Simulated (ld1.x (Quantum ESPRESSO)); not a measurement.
## iodine (I): excitation energies, all-electron against TM

iodine, norm-conserving Troullier–Martins (Kleinman–Bylander form), made with ld1.x (Quantum ESPRESSO) 7.5 (PBE, scalar-relativistic). Core [Kr], reference 4d10 5s2 5p5. Waves: 5s (bound): rc 1.70 bohr; 5p (bound): rc 2.15 bohr; 4d (bound): rc 0.90 bohr. Local part: the d channel. Core correction: a·sin(br)/r model core inside 0.55 bohr.

Energies are relative to the spin-unpolarised reference configuration 4d10 5s2 5p5; without spin polarisation the order of configurations can differ from experiment.

Problem. Give the all-electron excitation energy and the error of the potential for: 4d10 5s2 5p4; 4d10 5s2 5p3; 4d10 5s2 5p2; 4d10 5s2 5p5.3; 4d9 5s2 5p5; 4d10 5s2 5p4.5; 4d10 5s2 5p1.

Solution.

```tsv
valence configuration	charge	ΔE all-electron (eV)	error AE − PS (meV)
4d10 5s2 5p4	+1	11.131	-1.3
4d10 5s2 5p3	+2	30.977	+1.3
4d10 5s2 5p2	+3	60.305	+11
4d10 5s2 5p5.3	-0.3	-1.783	+0.5
4d9 5s2 5p5	+1	58.247	-366
4d10 5s2 5p4.5	+0.5	4.532	-0.9
4d10 5s2 5p1	+4	99.731	+28
```

Note: ghost states, extra bound levels that the all-electron valence spectrum of the same l lacks: s at -274.2 eV, p at -100.1 eV. A true bound ghost makes a file unfit for plane-wave use.
